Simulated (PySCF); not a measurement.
Species: C₅H₃ClN (doublet state).
SMILES with atom numbers: `[H]/[C:1]=[C:2]([C:3]#[N:4])/[CH:5]=[CH:6]/[Cl:7]` (hydrogens: H8 on C1; H9 on C5; H10 on C6)

Cartesian coordinates in Å at the GFN2-xTB level; atoms count from 1:
```xyz
10
C5H3ClN angstrom
C     -1.6055   -0.8223    1.0456
C     -0.7156   -0.2333    0.2822
C     -1.2307    0.5426   -0.8053
N     -1.7032    1.1464   -1.6558
C      0.7304   -0.3030    0.4488
C      1.5798    0.3210   -0.3630
Cl     3.2757    0.2338   -0.1599
H     -2.6648   -0.9062    1.1079
H      1.0790   -0.8981    1.2792
H      1.2638    0.9237   -1.2024
```

The hyperfine couplings belong to this conformer and change with its torsions.

Computed with UKS B3LYP, pcH-1 on C Cl H N, non-relativistic, mean-field spin-orbit, GIAO (PySCF 2.14.0). The structure is a single GFN2-xTB conformer in the gas phase; no vibrational or solvent corrections. Couplings are sensitive to structure, and on GFN2-xTB geometries they can be far from those on DFT ones. The SCF solution wasn't tested for stability.

Principal values of hyperfine tensors in MHz (contact, dipolar and spin–orbit terms together), for some of the nuclei:

| atom | isotope | A1 | A2 | A3 |
| --- | --- | --- | --- | --- |
| C1 | 13C | 235.83 | 267.11 | 469.88 |
| C3 | 13C | 96.49 | 101.17 | 111.45 |
| H8 | 1H | -1.41 | 21.89 | 75.76 |
| C6 | 13C | -14.03 | -0.06 | 1.81 |
| H9 | 1H | -9.03 | -6.64 | 4.03 |
| H10 | 1H | 0.93 | 2.35 | 7.48 |
| C2 | 13C | -17.42 | 7.04 | 20.16 |
| N4 | 14N | -3.93 | 0.22 | 5.58 |

Problem. Give the isotropic coupling of each nucleus in MHz and in mT (g = 2.0020), and the anisotropic part.

Solution. a_iso = (A1 + A2 + A3)/3, Ti = Ai − a_iso; 1 mT corresponds to 28.021 MHz. The tensors hold a spin–orbit part: the run splits a_iso into a_FC + a_SO, and T includes its anisotropic share.

| atom | a_iso (MHz) | a_FC | a_SO | a_iso (mT) | T1 | T2 | T3 |
| --- | --- | --- | --- | --- | --- | --- | --- |
| C1 | 324.27 | 324.41 | -0.14 | 11.573 | -88.45 | -57.16 | 145.61 |
| C3 | 103.04 | 103.05 | -0.01 | 3.677 | -6.55 | -1.86 | 8.41 |
| H8 | 32.08 | 32.08 | 0.00 | 1.145 | -33.49 | -10.19 | 43.69 |
| C6 | -4.09 | -4.05 | -0.04 | -0.146 | -9.94 | 4.03 | 5.90 |
| H9 | -3.88 | -3.88 | 0.00 | -0.139 | -5.15 | -2.76 | 7.91 |
| H10 | 3.59 | 3.60 | -0.01 | 0.128 | -2.66 | -1.24 | 3.90 |
| C2 | 3.26 | 3.25 | 0.01 | 0.116 | -20.68 | 3.78 | 16.90 |
| N4 | 0.63 | 0.62 | 0.00 | 0.022 | -4.56 | -0.40 | 4.96 |

Problem. What spin density at the nucleus of H8 lies behind its contact coupling (g_N = 5.58569)?

Solution. a_FC = 800.24 MHz bohr³ × g_N × ρ(0)/(2S). With a_FC = 32.08 MHz and 2S = 1, ρ(0) = 0.007177 bohr⁻³. In magnitude that is 2.3 % of the 1/π = 0.318 of a free hydrogen atom.

Problem. C5 (13C, g_N = 1.40482) isn't in the table. Its spin density at the nucleus is 0.04659 bohr⁻³. What is its contact coupling?

Solution. By the same relation, a_FC = 52.4 MHz. Its full tensor has the principal values 46.85, 53.70, 56.51 MHz.

Problem. Name the largest traceless tensor T of the table and describe it.

Solution. C1: -88.4, -57.2, 145.6 MHz (the dipolar term alone has -88.3, -57.2, 145.5), rhombic: the two smaller values differ by 21 % of the largest.

Problem. In a single crystal, with the field along each principal axis of the tensor of H8 in turn, what first-order splitting does this nucleus give (isotropic g, quadrupole terms neglected)?

Solution. 2 lines (I = 1/2), spaced by |A_i|/(g × 13.996): 0.05, 0.78, 2.70 mT along the axes of A1, A2 and A3.

Time: 36 s of wall time (with the writing of density and orbital grids); peak memory 0.75 GiB. Hardware: an Arm Neoverse V2 with one thread, no GPU, shared host with 96 logical CPUs at a one-minute load of 26.
